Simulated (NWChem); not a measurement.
# C2H7BO2; SMILES B(OCC)O

```xyz
12

B     -0.4643     1.2885     0.2993
H     -1.1450     2.0866     0.9058
O      0.7616     1.6106    -0.1993
H      0.9982     2.5248    -0.0247
O     -0.9647     0.0483     0.1227
C     -0.2517    -0.9599    -0.5690
C      0.6177    -1.7669     0.3712
H     -1.0049    -1.6084    -1.0444
H      0.3612    -0.5132    -1.3694
H      0.0161    -2.1897     1.1900
H      1.0997    -2.5975    -0.1671
H      1.4087    -1.1399     0.8093
```
Atoms are numbered in this order, from 1.

Level: PBE0/def2-SVP (NWChem), optimised geometry, unscaled harmonic frequencies. 

```csv
frequency (cm⁻¹),IR intensity (km/mol)
47,0.6
211,3.8
230,10.3
293,4.2
446,31.0
556,61.8
600,4.6
809,7.1
865,14.1
923,58.1
973,80.5
1045,13.2
1120,5.9
1158,35.2
1187,27.8
1253,187.8
1324,11.7
1370,37.9
1410,110.2
1456,23.5
1468,56.2
1477,54.2
1526,228.0
2613,194.3
3061,13.4
3067,37.7
3122,14.0
3160,18.0
3166,19.7
3945,111.8
```

```yaml
zero_point_energy: 62.7 kcal/mol
thermal correction to the enthalpy at 298.15 K (with zero-point energy): 67.2 kcal/mol
heat capacity Cv: 20.7 cal/(mol K)
entropy at 298.15 K and 1 atm (symmetry number 1): 77.5 cal/(mol K)
dipole_moment: 1.41 D
```

Rigid rotor and harmonic oscillator; modes under 100 cm⁻¹ make the entropy uncertain.
